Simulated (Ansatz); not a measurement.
CH$_{5}$ClMoN$_{2}$O, SMILES `C[N]=[Mo]([NH2])(=[O])[Cl]`. The species carries charge 0 and has multiplicity 1. Mo: def2 effective core potential.

```json
{"atom": "C1", "x (Å)": "-0.853", "y (Å)": "1.320", "z (Å)": "-1.325"}
{"atom": "N2", "x (Å)": "0.019", "y (Å)": "0.516", "z (Å)": "-0.547"}
{"atom": "Mo3", "x (Å)": "0.465", "y (Å)": "-0.990", "z (Å)": "0.158"}
{"atom": "N4", "x (Å)": "0.683", "y (Å)": "-0.627", "z (Å)": "2.037"}
{"atom": "O5", "x (Å)": "-0.757", "y (Å)": "-2.115", "z (Å)": "-0.094"}
{"atom": "Cl6", "x (Å)": "2.410", "y (Å)": "-1.692", "z (Å)": "-0.819"}
{"atom": "H7", "x (Å)": "-1.761", "y (Å)": "0.778", "z (Å)": "-1.609"}
{"atom": "H8", "x (Å)": "-0.339", "y (Å)": "1.653", "z (Å)": "-2.232"}
{"atom": "H9", "x (Å)": "-1.137", "y (Å)": "2.212", "z (Å)": "-0.756"}
{"atom": "H10", "x (Å)": "0.565", "y (Å)": "-1.347", "z (Å)": "2.736"}
{"atom": "H11", "x (Å)": "0.704", "y (Å)": "0.291", "z (Å)": "2.453"}
```

List the harmonic frequencies (cm⁻¹, unscaled) at PBE0-D4/def2-TZVP in Ansatz. (An estimate is asked.)

Computed: 93, 98, 112, 160, 192, 236, 326, 365, 395, 433, 481, 657, 711, 729, 1030, 1097, 1104, 1334, 1428, 1463, 1465, 1546, 3016, 3090, 3094, 3574, 3685.

Is this a minimum?

Yes, all 27 modes are real.

Give the ideal-gas thermochemistry at 298.15 K and 1 bar (rigid rotor, harmonic oscillator; point group C1, symmetry number 1).

Zero-point energy 190.9 kJ/mol; H(298) − E = 216.4 kJ/mol; entropy 390.7 J/(mol·K), of which translation 174.5, rotation 119.9, vibration 96.3; G(298) − E = 99.9 kJ/mol. Modes under 100 cm⁻¹ are hindered rotations or soft bends, so the harmonic entropy is rough.
